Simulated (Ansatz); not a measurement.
`[GeH3][SiH]1BO1` + `B[Si](F)(F)F` → `B[SiH]1BO1` + `F[Si](F)(F)[GeH3]`  (redistribution)

Gas-phase electronic energies from Ansatz, PBE0-D4/def2-TZVP geometries. CBS: MP2 limit from def2 TZ/QZ plus the TZ coupled-cluster correction, frozen cores. DFT in def2-TZVPP. For Ge outer-core shells are correlated without core-valence functions, which leaves a few kJ/mol of doubt a bond. Scalar relativity is left out up to krypton.

`[GeH3][SiH]1BO1`:

Cartesian coordinates in Å:
```
Ge -1.464 -0.770 0.156
Si 0.269 0.775 -0.334
B 2.024 0.741 0.409
O 1.807 -0.033 -0.659
H -1.865 -1.576 -1.091
H -0.995 -1.737 1.254
H -2.699 -0.004 0.660
H -0.072 1.678 -1.465
H 2.996 0.925 1.070
```

`B[Si](F)(F)F`:

Cartesian coordinates in Å:
```
B -0.083 0.940 0.780
Si 0.048 -0.584 -0.514
F -0.556 -1.894 0.139
F -0.725 -0.353 -1.873
F 1.551 -0.890 -0.903
H 0.597 0.932 1.760
H -0.832 1.850 0.610
```

`B[SiH]1BO1`:

Cartesian coordinates in Å:
```
B -0.303 -0.609 -1.517
Si 0.441 -0.411 0.277
B -0.288 0.928 1.469
O 0.802 1.248 0.790
H -0.574 -1.691 -1.946
H -0.608 0.359 -2.147
H 1.484 -1.323 0.804
H -0.955 1.499 2.270
```

`F[Si](F)(F)[GeH3]`:

```xyz
8

F    -0.045    1.322   -1.850
Si    0.660    0.764   -0.549
F     1.000    2.011    0.362
F     2.037    0.135   -1.003
Ge   -0.697   -0.808    0.580
H    -2.018   -0.138    0.975
H     0.036   -1.292    1.836
H    -0.972   -1.993   -0.351
```

```tsv
level	ΔE (kJ/mol)
BLYP-D4	-20.7
r2SCAN-D4	-20.2
PBE	-23.6
revPBE	-21.4
PBE0	-14.7
r2SCAN0	-13.5
MP2/def2-QZVPP	-5.2
CCSD/CBS(def2)	-5.1
```

What does CCSD(T)/CBS give? (Best estimate.)

Ansatz gave: -8.2 kJ/mol. The listed levels differ from it by -12.5, -12.0, -15.4, -13.2, -6.5, -5.3, 3.0, 3.1 kJ/mol.

Largest T1 diagnostic among the species: 0.021, so the coupled-cluster value is less sure than usual.

From r2SCAN to r2SCAN0 (25 % exact exchange), in def2-TZVPP and without D4, ΔE moves by +6.7 kJ/mol. Leaving LDA and LC-ωPBE aside and taking each functional with its dispersion term where it has one, the values, not all of them listed here, spread over 17.3 kJ/mol, from PBE-D4 to BHLYP-D4. LDA lies −6.2 kJ/mol from PBE without D4. In def2-TZVPP, CCSD(T) changes the Hartree–Fock value by −12.3 kJ/mol (the triples alone add −3.1 kJ/mol) and MP2 by −9.4 kJ/mol.
